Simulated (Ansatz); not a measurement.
Relaxation of CH₅FMgO (9 atoms, charge 0, multiplicity 1), to a largest force component of 0.03 eV/Å in at most 50 steps.

The calculation used RKS PBE-D4/def2-SVP (Ansatz).

```xyz
9
Properties=species:S:1:pos:R:3
Mg -0.734 0.331 -0.038
O 1.114 -1.000 2.428
C -0.311 0.257 -2.077
H 0.244 -0.622 2.665
F -1.333 0.581 1.774
H 1.716 -0.268 2.662
H 0.734 0.562 -2.291
H -0.983 0.930 -2.650
H -0.446 -0.771 -2.473
```

Task: Where does it end, and by what steps?

Result: The run converged. After 10 steps the energy has fallen by 0.760 eV; O2 moved furthest, 0.78 Å. Joined: Mg1–O2 (3.36 → 2.11 Å).

```csv
step,energy less start (eV),largest force component (eV/Å),accepted
0,0.0000,1.879,yes
1,-0.2009,1.152,yes
2,-0.4043,0.986,yes
3,-0.6216,0.507,yes
4,-0.6925,0.958,yes
5,-0.7370,0.261,yes
6,-0.7541,0.112,yes
7,-0.7562,0.163,yes
8,-0.7583,0.090,yes
9,-0.7593,0.042,yes
10,-0.7599,0.019,yes
```

```xyz
9
Properties=species:S:1:pos:R:3
Mg -0.458 0.113 0.281
O 0.783 -0.697 1.789
C -0.206 0.191 -1.796
H 0.058 -0.277 2.353
F -1.361 0.496 1.846
H 1.649 -0.437 2.150
H 0.795 0.582 -2.080
H -0.960 0.844 -2.284
H -0.299 -0.815 -2.260
```

The run took 28 s on 2 threads of Arm Neoverse N1, on a shared host, peak memory 0.15 GiB.
